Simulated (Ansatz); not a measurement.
Frontier orbitals of `C#C[Si](F)([AlH2])S`.

Cartesian coordinates in Å:
```
C 2.356 1.011 0.490
C 1.266 0.494 0.545
Si -0.373 -0.299 0.516
F -0.350 -1.416 1.672
Al -0.994 -1.274 -1.661
S -1.814 1.211 0.957
H 3.318 1.468 0.448
H -2.509 -1.668 -1.916
H 0.098 -1.463 -2.794
H -0.999 1.935 1.743
```

Charge 0, multiplicity 1. Geometry: relaxed with PBE0-D4/def2-TZVP. It is one conformer, not always the lowest. Basis def2-TZVPP, the Gaussian-basis code of Ansatz.

| functional | HOMO (eV) | LUMO (eV) | gap (eV) |
| --- | --- | --- | --- |
| PBE | -6.44 | -3.12 | 3.32 |
| revPBE | -6.38 | -3.01 | 3.37 |
| PBE0 | -7.55 | -2.36 | 5.19 |
| B3LYP | -7.34 | -2.54 | 4.80 |
| ωB97M-V | -9.55 | -0.71 | 8.84 |

From PBE to PBE0 the HOMO moves by −1.12 eV and the LUMO by +0.75 eV, and with ωB97M-V by −3.12 and +2.41 eV, so the gap grows from 3.32 to 8.85 eV with exact exchange.

B3LYP here is the variant with VWN-RPA as its local correlation; programs differ in this.
